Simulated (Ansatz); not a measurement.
```yaml
atoms:
  - { symbol: C, position_ang: [0.0000, 0.0000, -0.1796] }
  - { symbol: H, position_ang: [0.0000, 0.8619, 0.5389] }
  - { symbol: H, position_ang: [0.0000, -0.8619, 0.5389] }
```

Basis set: 6-31G* (spherical functions). Left uncorrelated: 1 orbital. Charge 0, multiplicity 1.

Computed with Ansatz (development build ahead of 0.2.0); each method stands on the lowest determinant of its kind that the runs found. Restricted open shells among the atoms or ions are ROHF, correlated in semicanonical orbitals with singles.

(1) Give the atomization energy at this shape (free ground-state atoms in the same class of orbitals less the molecule, no zero-point energy) of singlet CH2 by RHF-MP2, RHF.

Results:

(1)

| method | atomization energy |
| --- | --- |
| RHF-MP2 | 6.54 eV |
| RHF | 5.38 eV |

Caution: another spin multiplicity may lie lower; in another basis set an unrestricted determinant lies well below.
